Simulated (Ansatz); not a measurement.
bis(4-tert-butylphenyl)iodonium hydroxide, `CC(C)(C)c1ccc([I+]c2ccc(C(C)(C)C)cc2)cc1.[OH-]`. The state is a singlet with charge 0. Geometry PBE-D4/def2-SVP, basis def2-TZVP, Ansatz.

```tsv
atom	x (Å)	y (Å)	z (Å)
C1	-5.5142	1.0001	-4.4982
C2	-4.7233	-0.3255	-4.5826
C3	-4.2056	-0.4896	-6.0222
C4	-5.6647	-1.5101	-4.2657
C5	-3.5803	-0.2993	-3.5522
C6	-3.8754	-0.1504	-2.1779
C7	-2.8708	-0.1165	-1.1993
C8	-1.5345	-0.2357	-1.5974
I9	0.2815	-0.3153	-0.2738
C10	1.6571	-0.0180	1.4808
C11	1.2949	0.0980	2.8246
C12	2.3029	0.2008	3.8008
C13	3.6706	0.1929	3.4597
C14	4.7933	0.3169	4.5054
C15	5.7183	-0.9181	4.4122
C16	4.2448	0.4029	5.9403
C17	5.6107	1.5975	4.2180
C18	3.9995	0.0740	2.0908
C19	3.0056	-0.0298	1.1067
C20	-1.2059	-0.3842	-2.9459
C21	-2.2244	-0.4167	-3.9160
H22	-4.8596	1.8671	-4.7215
H23	-5.9493	1.1575	-3.4912
H24	-6.3491	1.0012	-5.2297
H25	-5.0597	-0.5040	-6.7292
H26	-3.6477	-1.4386	-6.1554
H27	-3.5411	0.3466	-6.3205
H28	-6.1030	-1.4283	-3.2512
H29	-6.5027	-1.5451	-4.9929
H30	-5.1205	-2.4747	-4.3205
H31	-4.9237	-0.0583	-1.8521
H32	-3.1086	0.0041	-0.1342
H33	0.2312	0.1078	3.0980
H34	1.9975	0.2877	4.8531
H35	6.1835	-1.0124	3.4108
H36	6.5380	-0.8453	5.1571
H37	5.1544	-1.8521	4.6110
H38	3.5978	1.2919	6.0837
H39	3.6588	-0.4981	6.2131
H40	5.0853	0.4845	6.6590
H41	6.4334	1.7075	4.9551
H42	6.0646	1.5780	3.2071
H43	4.9688	2.4997	4.2813
H44	5.0553	0.0680	1.7770
H45	3.2991	-0.1176	0.0446
H46	-0.1517	-0.4741	-3.2664
H47	-1.9390	-0.5305	-4.9710
O48	-1.1519	0.3652	1.1669
H49	-1.0401	1.3385	1.1101
```

```csv
run,HOMO (eV),LUMO (eV)
A,-5.55,-2.92
B,-7.24,-1.30
C,-6.36,-2.21
D,-5.38,-2.99
E,-8.42,-0.17
```

In the def2 sets I takes a core potential; there is no spin–orbit coupling. Single mean-field runs in def2-TZVP are fitted with def2-universal-jkfit.

Question: The runs used BHLYP, PBE, PBE0, r2SCAN, ωB97X-V. Estimate which is which.

Answer: A r2SCAN (0 % exact exchange); B BHLYP (50 % exact exchange); C PBE0 (25 % exact exchange); D PBE (0 % exact exchange); E ωB97X-V (range-separated). Exact exchange lowers occupied and raises empty levels; among semilocal functionals meta-GGAs tend to open the gap a little, and such runs are hard to tell apart. The gap grows from 2.39 eV (PBE) to 8.25 eV (ωB97X-V).
